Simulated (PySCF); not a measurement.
Cartesian coordinates in Å; atom numbers follow the order of the lines, from 1:
```xyz
15

C    -1.8877    0.5065    0.0394
C    -1.7601   -0.9006    0.0105
C    -0.5224   -1.5202   -0.0170
C     0.6049   -0.6855   -0.0149
N     1.9412   -0.9483   -0.0365
N     2.6900    0.1599   -0.0237
C     1.8552    1.1753    0.0061
C     0.4985    0.7271    0.0140
C    -0.7729    1.3263    0.0414
H    -2.8863    0.9485    0.0606
H    -2.6637   -1.5149    0.0100
H    -0.4316   -2.6081   -0.0393
H     2.3938   -1.8512   -0.0594
H     2.2357    2.1960    0.0213
H    -0.8766    2.4135    0.0638
```

[PySCF 2.14.0 with density-fitted response routines: GIAO KT2/pcSseg-1 shieldings; coordinates at the PBE0-D3(BJ)/def2-SVP level; gas phase; relativity neglected; single conformer]

δ = σ(ref) − σ, references computed at the same level: TMS for 13C (σ = 183.22 ppm) and 1H (σ = 31.18 ppm); 15N (σ = 264.30 ppm) vs NH3.

```csv
atoms,nucleus,count,δ (ppm)
H12,1H,1,7.23
C9,13C,1,?
H10,1H,1,7.02
H15,1H,1,7.59
C7,13C,1,125.6
H14,1H,1,?
H11,1H,1,7.12
C1,13C,1,116.1
C3,13C,1,103.3
H13,1H,1,8.98
N5,15N,1,191.5
C8,13C,1,?
C4,13C,1,?
N6,15N,1,?
C2,13C,1,120.0
```

Estimate the values marked ?.

Results:


- C4: 131.9 ppm, ring-fusion aromatic carbon
- C8: 118.0 ppm, ring-fusion aromatic carbon
- C9: 115.5 ppm, aromatic CH
- H14: 7.68 ppm, hydrogen on an aromatic CH next to a ring nitrogen; aromatic region
- N6: 324.9 ppm, pyridine-type nitrogen of an azole

Exchangeable OH/NH protons stand at their gas-phase positions; hydrogen bonding in a real sample shifts them, mostly to higher δ. Shifts are as computed. Against solution values, carbons near 30 ppm lie about +2 ppm off and those near 130 ppm about -5 ppm. Of 1211 compounds with measured shifts, 218 miss one by over three times the rms of a fit or turn the order of signals round; such compounds aren't used in these exercises. Experimental scales use liquid or dissolved standards, which lie at an offset from isolated NH3 (liquid NH3: subtract about 20 ppm). Unscaled 15N shifts of sp2 nitrogen come out 20 to 40 ppm too high even then.
